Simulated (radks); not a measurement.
Results of a calculation; reference values are marked as such.
Ionisation of the iridium ion Ir+, [Xe] 4f14 5d7 6s1, to [Xe] 4f14 5d7 as the strength of local exchange is varied. Level of theory: Dirac Kohn-Sham, Slater X-alpha exchange (alpha = 2/3 is LDA exchange), no correlation, spin-unpolarised, spherical densities, finite nucleus; open shells are shared between the two j in proportion to 2j + 1; Fermi nuclear charge, rms radius 5.4032 fm (a radial shooting solver on a logarithmic mesh with Libxc functionals).

alpha  E(Ir+) (hartree)  exchange (hartree)  IE (eV)  -e of the level emptied (eV)  <r> of it (bohr)
0.55        -17778.4032           -271.6330   15.737                11.864 (6s1/2)             2.787
0.616       -17811.0310           -304.8237   16.279                12.380 (6s1/2)             2.751
0.639       -17822.4163           -316.4199   16.470                12.562 (6s1/2)             2.738
0.667       -17836.2871           -330.5580   16.704                12.786 (6s1/2)             2.723
0.896       -17950.1599           -447.0432   18.674                14.685 (6s1/2)             2.605
0.902       -17953.1537           -450.1157   18.727                14.737 (6s1/2)             2.602
0.959       -17981.6215           -479.3566   19.233                15.229 (6s1/2)             2.574

NIST Atomic Spectra Database: 17.0 +/- 0.3 eV (semi-empirical). The Delta-SCF value meets it near alpha = 0.70. Spin polarisation and multiplet splitting are left out, so open shells lie too high by an amount that depends on their filling. Sharing an open shell by 2j + 1 raises it above the true ground level by a part of the spin-orbit splitting, which enters the differences from NIST.

Beside tabulated values, note that spin-unpolarised runs miss the spin-polarisation part of the exchange energy of open shells.
